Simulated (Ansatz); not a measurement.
C5H4N, charge -1, singlet, at a GFN2-xTB geometry (a gas-phase anion, which may not be bound at this level); Ansatz (a program for electronic structure) with SVWN5/STO-3G.

Ansatz was given this input:
Ansatz 0.2 input:
```yaml
crystal:
  periodic: [false, false, false]
  atoms:
    - {symbol: N, position_ang: [-0.01597523, -0.02962172, 1.38373483]}
    - {symbol: C, position_ang: [0.01557545, -0.06582818, -1.36989980]}
    - {symbol: C, position_ang: [-0.00521036, 1.10543325, 0.69612625]}
    - {symbol: C, position_ang: [-0.01054599, -1.15662589, 0.66382466]}
    - {symbol: C, position_ang: [0.00511221, -1.33380566, -0.73772362]}
    - {symbol: C, position_ang: [0.01077742, 1.14303371, -0.68694833]}
    - {symbol: H, position_ang: [0.02830252, -0.02508551, -2.46852276]}
    - {symbol: H, position_ang: [-0.00972220, 2.02524692, 1.29071120]}
    - {symbol: H, position_ang: [-0.02017221, -2.05150868, 1.30507188]}
    - {symbol: H, position_ang: [0.01916619, 2.10545597, -1.20567905]}
basis:
  gaussian:
    orbitals: STO-3G
    point_charges:
      - {charge: 1.0, position_ang: [3.6151, -0.3228, -4.4111]}
hamiltonian:
  xc: {name: SVWN5}
total_charge: -1
```

It wrote (shortened):

```
Functional definition: SVWN5
484 factors; integrals over basis functions are off by at most 4.2e-5 eV
mean field evaluation 1: about -6589.2545 eV, gradient 3.3e1 eV
mean field evaluation 2: about -6542.2800 eV, gradient 9.6e1 eV
mean field evaluation 4: about -6592.5982 eV, gradient 8.9e0 eV
mean field evaluation 8: about -6592.8496 eV, gradient 2.6e-1 eV
mean field evaluation 16: about -6592.6814 eV, gradient 6.2e-5 eV
mean field -6592.68143137 eV, -242.2765739229 hartree, gradient 1.1e-5 eV, S^2 0.000000; 1 other end points of the search recorded, 0 dependent functions left out
reference -6592.68144975 eV, -242.2765745985 hartree; 21, 21 occupied and 13, 13 virtual orbitals, 484 factors
Total energy: -6592.68144975 eV, -242.2765745985 hartree
```
